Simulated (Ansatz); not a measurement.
Relaxation of Ca₂Si⁻ with UKS B3LYP-D4/def2-TZVPD.

```sh
$ ansatz run in.yaml --threads 4 --pin off --events-out ev --progress --plain --max-ram 3916MiB
```

```yaml
crystal:
  periodic: [false, false, false]
  atoms:
    - {symbol: Ca, position_ang: [0.013977, -0.037508, 0.003823]}
    - {symbol: Ca, position_ang: [-0.872322, 0.163201, 3.529993]}
    - {symbol: Si, position_ang: [0.264944, -1.853993, 2.050484]}
basis:
  gaussian: {orbitals: def2-TZVPD}
total_charge: -1
magnetization: {spin_polarized: true, initial_magnetization: 3}
hamiltonian: {xc: {name: B3LYP}, dispersion: d4}
scf: {lower_state_search: "off"}
output: {orbitals: {seedname: orbitals}}
relax: {f_tol: 0.02, max_steps: 100}
```

Hardware: 4 threads of Arm Neoverse V1 on a shared host. Wall time 17 s.

Positions (Å) and forces (eV/Å) at steps 1, 2, 3, 4, 5, 7 of 7:

```xyz
3
step=1 energy=-44753.9823 eV
Ca    0.014   -0.038    0.004    0.028    0.328   -0.691
Ca   -0.872    0.163    3.530   -0.292    0.401    0.583
Si    0.265   -1.854    2.050    0.264   -0.729    0.108
3
step=2 energy=-44754.1273 eV
Ca    0.066   -0.063   -0.182    0.055    0.085   -0.390
Ca   -0.914    0.160    3.720   -0.133    0.128    0.358
Si    0.255   -1.825    2.046    0.077   -0.213    0.031
3
step=3 energy=-44754.3140 eV
Ca    0.125   -0.106   -0.362    0.048   -0.002   -0.206
Ca   -0.949    0.137    3.909   -0.055    0.021    0.203
Si    0.231   -1.760    2.037    0.007   -0.020    0.003
3
step=4 energy=-44754.2889 eV rejected
Ca    0.188   -0.164   -0.536   -0.038   -0.052    0.257
Ca   -0.977    0.100    4.098    0.086   -0.080   -0.238
Si    0.196   -1.664    2.022   -0.048    0.131   -0.019
3
step=5 energy=-44754.3194 eV
Ca    0.156   -0.136   -0.446   -0.018   -0.022    0.119
Ca   -0.962    0.117    4.001    0.039   -0.035   -0.110
Si    0.213   -1.710    2.029   -0.021    0.057   -0.008
3
step=7 energy=-44754.3235 eV
Ca    0.144   -0.127   -0.409    0.001    0.001   -0.007
Ca   -0.955    0.121    3.962   -0.002    0.002    0.007
Si    0.217   -1.723    2.031    0.001   -0.003    0.000
```

The highest occupied level of the charge -1 quartet lies above zero (up to 0.02 eV). It is a level of α spin, whose loss leaves a triplet; that state wasn't run at this geometry and level. The electron is either unbound and held by the finite basis, or the level is raised by self-interaction error. The relaxation made no stability test and no search for a lower SCF solution. The structure comes from a short search, and lower isomers may exist.
